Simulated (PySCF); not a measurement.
C₆ coefficients of unlike pairs at PBE

Calculated with PySCF 2.14 from the dipole response of each species, C₆(A,B) = (3/π) ∫ α_A(iu) α_B(iu) du, in atomic units, from isotropic polarisabilities. For ions this is the dispersion term alone; charge-induced terms of lower order in 1/R come first.

```
species       configuration                                                                 basis      relativity  α (bohr³)  C₆ (like pair)
      C   [He] 2s2 2p2 (3P)                                                  aug-cc-pVDZ (4s3p2d)            none      12.41           50.16
   Ca²⁺           [Ar] (1S)                                          aug-cc-pwCVTZ-X2C (9s8p6d3f)   spin-free X2C      3.309           10.91
    Cd⁺  [Kr] 4d10 5s1 (2S)                           aug-cc-pwCVTZ-PP with ECP28MDF (8s8p7d4f3g)  core potential      21.69           127.9
   Cd²⁺      [Kr] 4d10 (1S)  def2-QZVPPD with the def2 core potential (28 electrons) (7s5p4d4f2g)  core potential      5.654           28.62
```

(1) Estimate C₆ for Cd⁺ with Ca²⁺.

No spin-orbit coupling is included.

The other pairs:

| pair | C₆ |
| --- | --- |
| Cd²⁺, Ca²⁺ | 17.64 |
| Ca²⁺, C | 20.73 |
| Cd⁺, C | 79.30 |
| Cd²⁺, C | 33.78 |
| Cd²⁺, Cd⁺ | 55.47 |

Results:

(1) The integral gives 33.91. The combination rule 2 C_A C_B / (C_A α_B/α_A + C_B α_A/α_B) gives 30.67 and the geometric mean 37.37.
